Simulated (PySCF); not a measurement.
Isomers of C7H9OP, one GFN2-xTB conformer each. Single-point energies are computed at PBE0/pcSseg-1 (PySCF, gas phase, no added dispersion term), electronic only.

```csv
SMILES,GFN2-xTB relative energy (kcal/mol)
C#C[P@@](=O)(C=C)/C=C/C,28.3
C#CP1CCC(=O)CC1,23.0
c1coc(PC2CC2)c1,0.0
```

Conformers: `[CH:1]#[C:2][P@@:3](=[O:4])([CH:5]=[CH2:6])/[CH:7]=[CH:8]/[CH3:9]` with C2–P3–C5–C6 -130°, C2–P3–C7–C8 131°; `[CH:1]#[C:2][P:3]1[CH2:4][CH2:5][C:6](=[O:7])[CH2:8][CH2:9]1` with C2–P3–C4–C5 -129°, P3–C4–C5–C6 69°, C4–C5–C6–O7 145°, C5–C6–C8–C9 -34°; `[cH:1]1[cH:2][o:3][c:4]([PH:5][CH:6]2[CH2:7][CH2:8]2)[cH:9]1` with O3–C4–P5–C6 109°, C4–P5–C6–C7 93°.

What does PBE0/pcSseg-1 give for the same structures?

```csv
SMILES,PBE0/pcSseg-1 E (Eh),PBE0/pcSseg-1 (kcal/mol),GFN2-xTB (kcal/mol),point group
c1coc(PC2CC2)c1,-688.08396,0.0,0.0,C1
C#CP1CCC(=O)CC1,-688.07787,3.8,23.0,C1
C#C[P@@](=O)(C=C)/C=C/C,-688.04414,25.0,28.3,C1
```

Both levels put the same isomer lowest; measured from each level's own lowest isomer, the values differ by up to 19.2 kcal/mol (C#CP1CCC(=O)CC1: 23.0 against 3.8). As drawn, the lowest has an aromatic ring and a three-membered ring, which the highest lacks; the highest has a C≡C bond, a P=O bond and a C=C bond outside aromatic rings, which the lowest lacks.

Which frontier levels, dipoles and rotational constants go with these structures?

| SMILES | HOMO (eV, PBE0/pcSseg-1) | LUMO (eV) | dipole (D) | A, B, C (MHz) |
| --- | --- | --- | --- | --- |
| c1coc(PC2CC2)c1 | -6.24 | -0.03 | 1.41 | 3541, 807.9, 726.0 |
| C#CP1CCC(=O)CC1 | -7.04 | -0.56 | 1.76 | 2549, 964.6, 893.5 |
| C#C[P@@](=O)(C=C)/C=C/C | -7.84 | -0.84 | 3.64 | 1725, 992.8, 767.8 |

As an exercise, what shares would exp(−E/RT) give at 1000 K from these electronic energies alone (no entropy, no degeneracies)?

RT = 1.987 kcal/mol: c1coc(PC2CC2)c1 87.3 %, C#CP1CCC(=O)CC1 12.7 %, C#C[P@@](=O)(C=C)/C=C/C under 0.1 %.
